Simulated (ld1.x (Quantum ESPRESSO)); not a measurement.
Results of a calculation; reference values are marked as such.
## Hardness and transferability of assorted potentials

Generated with ld1.x 7.5 (TM, RRKJ, ultrasoft, PAW), atompaw 4.2 or ONCVPSP 4.0.1. The cutoff is in Ry: for ld1.x and atompaw files where the sum of valence levels is converged to 10 mRy in a Bessel basis, for ONCV files where the hardest occupied wave has 1 mHa per electron of residual kinetic energy. The error is the largest all-electron minus pseudo excitation energy over each file’s own four to seven test configurations (ionisations up to +4, promotions, holes and added fractions of an electron), all of which were solved. The labels leave out finer settings (local radius, basis sizes, second energies), which also bear on the numbers. Spin-polarised tests are not counted. The rows are a selection from randomly drawn settings: files with unsolved tests, undetermined cutoffs or missed reference levels are left out.

A true bound ghost makes a file unfit for plane-wave use even where its test errors are small: the radial tests pick states by their node count and pass the ghost by.

| element | potential | cutoff (Ry) | largest error (meV) | bound ghosts |
| --- | --- | --- | --- | --- |
| B | TM, PBEsol, scalar-relativistic, rc 1.45/2.60/2.10 (spd), local smoothed, core correction yes, reference 2s2 2p1 | 21 | +156 | none |
| Mo | PAW, PBEsol, scalar-relativistic, rc 2.10/1.95/2.45 (spd), local smoothed, core correction yes, reference 4s2 4p6 4d3 5s0 5p0 | 25 | +16 | none |
| Ag | PAW, PBE, scalar-relativistic, rc 2.15/1.70/1.65 (spd), local smoothed, core correction yes, reference 4p6 4d9 5s2 5p0 | 50 | -98 | s |
| Sb | TM, LDA (PZ), scalar-relativistic, rc 1.80/2.20/1.50 (spd), local d, core correction yes, reference 4d10 5s2 5p2.75 | 90 | -3.5 | s, p |
| I | ultrasoft, PBE, scalar-relativistic, rc 1.85/1.95/1.25 (spd), local smoothed, core correction no, reference 4d10 5s1 5p6 | 100 | +61 | none |
| Hf | TM, PBEsol, scalar-relativistic, rc 1.15/1.80/2.65 (spd), local smoothed, core correction yes, reference 5s2 5p6 5d1 6s0 6p0 | 90 | +124 | none |
| W | TM, PBEsol, scalar-relativistic, rc 2.90/1.80/1.55 (spd), local smoothed, core correction yes, reference 5p6 5d4 6s2 6p0 | 40 | -43 | s |
| Bi | TM semilocal, PBE, scalar-relativistic, rc 2.20/2.76/2.90 (spd), local d, core correction yes, reference 6s2 6p2.5 | 25 | -811 | none |

(1) Fill in the row for Ar: TM, Wu–Cohen, non-relativistic, rc 1.20/1.30/1.30 (spd), local p, core correction no, reference 3s2 3p5.

## Answers

(1) cutoff 60 Ry, largest error +189 meV, bound ghosts: none.
